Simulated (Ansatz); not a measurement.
Species: SiHSF3, charge 0, singlet. SiHSF3 (SMILES F[Si](F)(F)S).
B3LYP-D3(BJ)/def2-TZVP minimum from Ansatz (a first-principles code):
```xyz
6

F     -0.8568     0.6838     1.3525
Si    -0.3220     0.1376    -0.0296
F     -0.3478     1.3643    -1.0241
F     -1.3264    -0.9575    -0.5583
S      1.5713    -0.7572     0.1197
H      2.1471     0.3743     0.5671
```

Atomisation energy term by term, kcal/mol (programs: Ansatz). Open shells are spin-unrestricted; no spin-orbit coupling. Cores are frozen in correlated methods. Rows without X2C or -DK are non-relativistic. CBS(X,Y): correlation extrapolated as X^-3, Hartree-Fock from the larger set (Q,5: extrapolated as (X+1)exp(-9√X)). A bracket is a step between two methods taken in the basis named. 'core' is core correlation in cc-pwCVTZ (1s frozen past Ne), 'X2C' scalar relativity in cc-pVTZ-DK, both at CCSD(T). For partners of very few electrons the exact lower level stands in for a higher one.

```csv
term,basis,kcal/mol
Hartree-Fock,"CBS(cc-pV(Q+d)Z,cc-pV(5+d)Z)",436.46
CCSD correlation,"CBS(cc-pV(Q+d)Z,cc-pV(5+d)Z)",148.69
(T),"CBS(cc-pV(Q+d)Z,cc-pV(5+d)Z)",12.00
CCSDT(Q) - CCSD(T),cc-pV(D+d)Z,0.75
core correlation,cc-pwCVTZ,0.46
scalar relativity,"X2C, cc-pVTZ-DK",-1.91
sum: De,,596.5
```
